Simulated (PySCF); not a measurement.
# A ladder of Hamiltonians for As²³⁺ (arsenic, charge +23)

Occupied: 1s1/2, 2s1/2, 2p1/2, 2p3/2. Hartree-Fock calculated with PySCF 2.14 in an even-tempered Gaussian basis (17 s from 2.1 bohr⁻², ratio 2.7; 12 p from 2.5 bohr⁻², ratio 2.7), Gaussian nucleus throughout. NR is non-relativistic, sf-X2C the spin-free one-electron X2C Hamiltonian, X2C adds the bare one-electron spin-orbit term, X2C-SNSO screens it by Boettger's factors, DC is four-component Dirac-Coulomb, and the Gaunt and Breit terms are added at first order (total energies over the DC spinors, levels after relaxing the spinors in that mean field). QED terms are absent. Levels marked empty are virtual spinors of this ion.

| Hamiltonian | E (hartree) |
| --- | --- |
| NR | -1904.1607 |
| sf-X2C | -1927.6910 |
| X2C | -1927.7907 |
| X2C-SNSO | -1927.7788 |
| DC | -1928.1290 |
| DC+Gaunt | -1927.0905 |
| DC+Breit | -1927.1786 |

| level (eV) | NR | sf-X2C | X2C | X2C-SNSO | DC | DC+Gaunt | DC+Breit |
| --- | --- | --- | --- | --- | --- | --- | --- |
| 1s1/2 | -12814.6 | -12993.8 | -12993.5 | -12993.6 | -13000.3 | -12983.2 | -12984.2 |
| 2s1/2 | -2513.5 | -2558.7 | -2558.7 | -2558.7 | -2559.4 | -2557.9 | -2558.0 |
| 2p1/2 | -2357.0 | -2370.2 | -2398.1 | -2396.3 | -2396.5 | -2393.9 | -2394.2 |
| 2p3/2 | -2357.0 | -2370.2 | -2356.9 | -2357.7 | -2358.2 | -2356.3 | -2356.6 |
| 3s1/2 (empty) | -943.05 | -955.54 | -955.53 | -955.53 | -955.68 | -955.32 | -955.36 |
| 3p1/2 (empty) | -895.27 | -900.20 | -906.50 | -906.11 | -906.15 | -905.54 | -905.63 |
| 3p3/2 (empty) | -895.27 | -900.20 | -897.18 | -897.36 | -897.45 | -897.02 | -897.11 |

Question: How large are the two-electron picture-change error of X2C and the Breit correction in the total energy?

Answer: X2C-1e lies 0.3383 hartree above Dirac-Coulomb; Gaunt adds 1.0384 and the full Breit term 0.9503 hartree.

| interval (eV) | X2C | X2C-SNSO | DC | DC+Gaunt | DC+Breit |
| --- | --- | --- | --- | --- | --- |
| 2p3/2 − 2p1/2 | 41.18 | 38.64 | 38.36 | 37.59 | 37.59 |
| 3p3/2 − 3p1/2 | 9.327 | 8.752 | 8.707 | 8.515 | 8.515 |

Weight of the small component: 1s1/2 0.0143, 2s1/2 0.00291, 2p1/2 0.00286, 2p3/2 0.00281, 3s1/2 0.00101, 3p1/2 0.000980, 3p3/2 0.000969.

Koopmans' value for the highest occupied level at DC+Breit: 2356.6 eV, against an ionisation energy of 2356.9 ± 1.4 eV (semi-empirical (NIST evaluation); NIST Atomic Spectra Database, ionization energies); the former lacks relaxation, correlation, QED and recoil.

The whole ladder took 77 s of wall time on 1 thread of Intel(R) Xeon(R) Platinum 8488C (shared host), launched as `OMP_NUM_THREADS=1 python relrun2.py TASK.json OUT` (a driver that calls PySCF for each Hamiltonian).

Dirac-Coulomb iterations, started from the X2C spinors:

```
with_ssss True, with_gaunt False, with_breit False
light speed = 137.03599967994
init E= -1926.04434672064
cycle= 1 E= -1928.12889630625  delta_E= -2.08  |g|= 0.305  |ddm|= 0.0292
cycle= 2 E= -1928.1289500564  delta_E= -5.38e-05  |g|= 0.00528  |ddm|= 0.00185
cycle= 3 E= -1928.12895024516  delta_E= -1.89e-07  |g|= 0.000338  |ddm|= 0.000152
cycle= 4 E= -1928.12895024597  delta_E= -8.12e-10  |g|= 1.6e-06  |ddm|= 8.49e-06
```
